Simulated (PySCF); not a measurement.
# Nb³⁺: interval between two levels

Nb³⁺ [Kr] 4d2 [3F4, M_J = 4] → Nb³⁺ [Kr] 4d1 5s1 [3D3, M_J = 3], as a difference of total energies. Calculation: PySCF 2.14, in x2c-SVPall-2c with one added diffuse shell each of s, p, d type (7s9p7d1f, 76 functions); the two-component X2C-1e Hamiltonian. Correlated levels: [Ar] 3d10 frozen; the 6 highest virtual spinors dropped. "Screened" scales the spin-orbit matrix elements by Boettger's factors to mimic the two-electron term; Breit and QED terms are absent.

```json
{"method": "GHF (spin-free)", "interval between two levels (cm⁻¹)": "58278"}
{"method": "GMP2 (spin-free)", "interval between two levels (cm⁻¹)": "56043"}
{"method": "GHF (screened spin-orbit)", "interval between two levels (cm⁻¹)": "58026"}
{"method": "GMP2 (screened spin-orbit)", "interval between two levels (cm⁻¹)": "55788"}
```

The labels give the starting determinants; with spin-orbit coupling the two ends relaxed to ⟨J²⟩ = 20.01, ⟨L²⟩ = 12.03, ⟨S²⟩ = 2.00 and ⟨J²⟩ = 12.01, ⟨L²⟩ = 6.01, ⟨S²⟩ = 2.01.
